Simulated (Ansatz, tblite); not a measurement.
Cost and result up the ladder for K3Na⁺ (the lowest doublet isomer of a short search) (4 atoms). Total charge 1; doublet. Geometry: PBE0/def2-TZVP.

```xyz
4

Na   -0.484   -1.103    0.378
K     1.169    2.053   -0.735
K    -0.338   -0.962   -3.802
K    -0.346    0.013    4.159
```

Ansatz on 4 threads of Arm Neoverse V1 on a shared host; xTB runs through tblite on one thread. Times are rough, summed over both states, and most runs start from the orbitals of an earlier one. ωB97M-V/def2-TZVP serves as the yardstick here, not as an exact answer. Differences are given only for rows in sets of like size (and for xTB, whose basis is part of the method), since another set adds its own error. The other state is a quartet at its own geometry, which has other bonds, so the gap mixes isomer and spin.

The 6-31G sets use Cartesian d functions. The xTB rows come from tblite. B3LYP takes the VWN-RPA correlation. Correlated methods freeze 16 core orbitals; core or outer-core shells of Na, K are correlated, in sets that lack core-valence functions. The structure comes from a short search, and lower isomers may exist.

Run but left out: HF/def2-TZVP, HF/def2-TZVPP, MP2/def2-TZVP, MP2/def2-TZVPP (doublet: ⟨S²⟩ 1.08, where a pure state has 0.75).

Correlated methods converge slowly with the basis.

xTB has no spin-polarisation term.

```tsv
level	functions	wall time	quartet − doublet (eV)	difference from ωB97M-V/def2-TZVP (eV)	remarks
GFN1-xTB	16	0.004 s	3.05	1.95	–
GFN2-xTB	16	0.004 s	1.80	0.70	–
HF/6-31G	100	2.8 s	0.21	–	spin-contaminated (⟨S²⟩ 1.00) (doublet)
LDA (SPW92)/def2-TZVP	131	3 s	0.94	-0.17	–
PBE/def2-TZVP	131	6.9 s	0.93	-0.18	–
BLYP/def2-TZVP	131	7.8 s	0.95	-0.16	–
RPA@PBE/def2-TZVP	131	8.7 s	0.77	-0.33	–
B3LYP/6-31G	100	9 s	0.96	–	–
PBE0/def2-TZVP (with forces)	131	11 s	0.86	-0.24	–
BHLYP/def2-TZVP	131	11 s	0.90	-0.20	–
CAM-B3LYP/def2-TZVP	131	11 s	0.92	-0.19	–
r2SCAN/def2-TZVP	131	16 s	0.70	-0.41	spin-contaminated (⟨S²⟩ 0.83) (doublet)
ωB97M-V/def2-TZVP	131	35 s	1.10	0.00	–
CCSD(T)/def2-TZVPP	131	1.8 min	0.79	-0.32	spin-contaminated (⟨S²⟩ 1.08) (doublet)
```
